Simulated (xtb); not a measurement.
C₂H₆N₂Si, SMILES C#C[SiH](N)N. All values are semi-empirical tight-binding results from xtb (GFN2-xTB unless named), good for trends rather than for accurate numbers. Coordinates come from a GFN2-xTB optimisation. This is a generated structure with no PubChem entry under its InChIKey; it may be hypothetical. One conformer was computed; it need not be the lowest.

```
Item                                             Result
----------------------------------------  -------------
orbital gap                                     5.14 eV
dipole moment                                    1.90 D
zero-point energy                         48.6 kcal/mol
G − E(el) at 298.15 K (modified RRHO)     28.8 kcal/mol
static polarisability (D4 model)             68.7 bohr³
solvation energy, GFN2-xTB/ALPB(water)    -4.4 kcal/mol
solvation energy, GFN2-xTB/ALPB(acetone)  -7.1 kcal/mol
```
